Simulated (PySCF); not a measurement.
## Calculated data, CH₄B₂O

All values are calculated (PySCF 2.14.0). Calculation on a computer-drawn molecule: the log of a Hartree-Fock and frozen-core CCSD(T) single point meant for a local Hartree-Fock minimum, with one planted fault or none, to be diagnosed. Offsets are logged minus clean, where the clean run is the same molecule without the fault. The reference is restricted for singlets and unrestricted otherwise, and also for a bond in bohr or an excited solution. Adding or removing an electron swaps singlet and doublet. The excited solution moves the top pair (singlet) or top alpha electron (doublet) to the lowest empty orbital. Highest occupied and lowest empty are orbital energies over both spins, largest force is the largest gradient component, triples share is (T) over the correlation energy, the T1 limit is 0.02 restricted and 0.045 unrestricted, electrons count all cores, a negative frequency is imaginary (commonest isotopes), and the dipole is about the centre of nuclear charge.

Common to all runs: meant charge 0; meant multiplicity 1; meant basis cc-pVDZ; logged electrons 28; logged SCF converged yes; logged CC converged yes; logged SCF stable within its kind yes; possible faults no fault, one electron removed, one electron added, multiplicity raised by two, geometry at a saddle point, SCF held on an excited solution, minimal basis STO-3G, one bond length entered in bohr, all coordinates scaled.

(1) CH₄B₂O

Logged structure:
```xyz
8
CH4B2O
B     -1.5973     1.5324    -0.8805
C     -0.4640     0.9321    -0.0718
B      0.7580     1.5622    -0.3488
O      1.8592     2.1823    -0.6655
H     -2.7322     1.1414    -0.7887
H     -1.3741     2.4424    -1.6470
H     -0.5843     0.1212     0.6335
H      2.0500     2.9745    -0.1795
```

| Item | Value |
| --- | --- |
| logged basis functions | 24 |
| logged spin squared | 0 |
| logged highest occupied | -7.0028 eV |
| logged lowest empty | 7.1904 eV |
| logged largest force | 0.038624 hartree/bohr |
| logged T1 diagnostic | 0.01699 |
| logged D1 diagnostic | 0.058603 |
| logged triples share | 0.033307 |
| logged dipole magnitude | 3.7128 debye |
| logged energy HF | -162.28866 hartree |
| logged energy CCSD(T) | -162.51253 hartree |
| planted fault | minimal basis STO-3G |
| HF energy offset from clean run | 1351 kcal/mol |
| CCSD(T) energy offset from clean run | 1541 kcal/mol |

Drawn bonds:
```csv
atom,other atom,order
1,2,1
2,3,2
3,4,1
1,5,1
1,6,1
2,7,1
4,8,1
```

(2) CH₄B₂O

Structure as in entry 1.

| Quantity | Value |
| --- | --- |
| logged basis functions | 76 |
| logged spin squared | 2.0134 |
| logged highest occupied | -4.744 eV |
| logged lowest empty | -0.030002 eV |
| logged largest force | 0.070017 hartree/bohr |
| logged T1 diagnostic | 0.015805 |
| logged D1 diagnostic | 0.048179 |
| logged triples share | 0.0275 |
| logged dipole magnitude | 5.3999 debye |
| logged energy HF | -164.29928 hartree |
| logged energy CCSD(T) | -164.80208 hartree |
| planted fault | multiplicity raised by two |
| HF energy offset from clean run | 89.75 kcal/mol |
| CCSD(T) energy offset from clean run | 104.5 kcal/mol |

Drawn bonds:
```csv
atom,other atom,order
1,2,1
2,3,2
3,4,1
1,5,1
1,6,1
2,7,1
4,8,1
```
